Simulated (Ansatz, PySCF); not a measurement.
C2H4Cl (SMILES C[CH-]Cl), charge -1, singlet, at a GFN2-xTB geometry (in this run its highest filled SCF level lies above zero, so its values depend strongly on the basis, on diffuse functions most of all), atoms displaced at random by about 0.03 Å a coordinate. Base run: PBE0/6-31G, gradient (PySCF).

Here is a job for PySCF.
```python
from pyscf import gto, scf, dft

mol = gto.M(
    atom='''
C    -0.035661    0.996978    0.113862
C     1.480947    0.750174    0.012180
Cl   -0.843560   -0.762367    0.080316
H    -0.391087    1.311847   -0.895562
H     1.965170    1.731998   -0.019551
H     1.861804    0.200618    0.863627
H     1.794984    0.186612   -0.912660
''',
    basis='6-31g',
    charge=-1,
    spin=0,
    verbose=4,
)

mf = dft.RKS(mol)
mf.xc = 'pbe0'
mf.kernel()
g = mf.nuc_grad_method()
grad = g.kernel()
```

Programs used: Ansatz (a program for electronic structure), PySCF; a row that names a program was run with it.

The coordinate followed is z of atom 1.

Each row names what was changed in the base input (with any setting that the change needs).

```tsv
change	dE/dx (Eh/bohr)	net force (Eh/bohr)
base	-0.008227	0.000036
grids.level = 0; grid_response = off	-0.010354	0.007348
finite difference step (bohr) = 0.05; conv_tol = 1e-11	-0.008504	-
grids.level = 5; grid_response = on	-0.008229	0.000000
finite difference step (bohr) = 1e-3; conv_tol = 1e-11	-0.008230	-
density fitting = on	-0.008214	0.000036
grids.level = 0; grid_response = on	-0.008253	0.000000
grids.level = 1; grid_response = off	-0.008136	0.000195
finite difference step (bohr) = 0.2; conv_tol = 1e-11	-0.012642	-
code = ansatz	-0.008229	0.000000
finite difference step (bohr) = 1e-4; conv_tol = 1e-11	-0.008230	-
grids.level = 5; grid_response = off	-0.008230	0.000001
```

The net force is zero for an exact gradient.
